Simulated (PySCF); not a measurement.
Zn(Et)(NH2) (C2H7NZn), SMILES C[CH2][Zn][NH2].

The structure is a stationary point at B3LYP-D3(BJ)/def2-SVP. The structure was generated by enumeration; whether it is a known compound was not checked. The values are those of a single conformer.

Calculation: PySCF with M06-2X/def2-TZVP.

The molecule is in vacuum.

Computed frontier levels, gap, dipole moment and polarisability:
```
Item                                                                                                            Value
---------------------------------------------------------------------------------------------  ----------------------
highest occupied level                                                                                       -7.94 eV
lowest empty level                                                                                            0.44 eV
orbital gap                                                                                                   8.38 eV
dipole moment                                                                                                  1.14 D
quadrupole, principal values (traceless, Buckingham form, about the centre of nuclear charge)   -7.18, 1.91, 5.27 D·Å
mean static polarisability                                                                       56.6 bohr³ (8.39 Å³)
polarisability, principal values                                                               46.1, 50.7, 73.1 bohr³
```
